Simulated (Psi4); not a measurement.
Pair of molecules, SMILES F with SMILES P, pulled apart as rigid monomers along the line of their centres of mass from the B3LYP-D3(BJ)/def2-TZVP minimum (SMILES order as in the coordinates).
Starting geometry (charge 0, multiplicity 1):
```csv
atom,x (Å),y (Å),z (Å)
F,-1.4437,-0.2289,-0.2438
H,-0.9465,-0.0506,0.5332
P,0.2644,0.3857,2.4269
H,-0.0530,-0.2323,3.6577
H,1.6499,0.1142,2.4895
H,0.3569,1.6953,2.9503
```

Method: Psi4 with SAPT0/jun-cc-pV(D+d)Z.

| H2···P3 (Å) | electrostatics (meV) | exchange (meV) | induction (meV) | dispersion (meV) | total |
|---|---|---|---|---|---|
| 2.06 | -545.5 | … | -367.5 | -119.0 | -157.1 |
| 2.29 | … | 447.3 | -205.9 | -73.8 | -215.7 |
| 2.63 | -237.4 | 160.8 | -89.0 | -37.3 | -202.9 |
| 3.21 | -123.2 | 28.1 | -24.5 | -13.0 | -132.5 |
| 4.12 | -53.3 | 1.6 | -3.9 | -2.8 | -58.3 |

Task: Fill in the missing entries.

Result: 
- 2.29, electrostatics (meV): -383.3
- 2.06, exchange (meV): 874.8
